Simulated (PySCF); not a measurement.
BrHOSi, SMILES [Si](Br)O (connectivity only; charge and spin as stated), neutral, multiplicity 1. Coordinates come from a B3LYP-D3(BJ)/def2-TZVP optimisation. The values are those of a single conformer.

Computed with B3LYP-D3(BJ)/def2-TZVP (PySCF).

Harmonic wavenumbers (cm⁻¹): 222, 391, 462, 788, 860, 3813. Rotational constants (GHz): 21.46, 2.747, 2.435; symmetry number 1.

Problem. Work out the zero-point energy and the ideal-gas rigid-rotor harmonic-oscillator thermochemistry at 298.15 K and 1 atm.

Solution. ZPE = ½ Σ hcν = ½ × 6536 cm⁻¹ = 39.09 kJ/mol. H − E(el) = 52.27 kJ/mol. Entropy in J/(mol K): translation 168.96, rotation 105.51, vibration 17.08, total 291.56. G − E(el) = -34.65 kJ/mol. Cp = 57.77 J/(mol K).
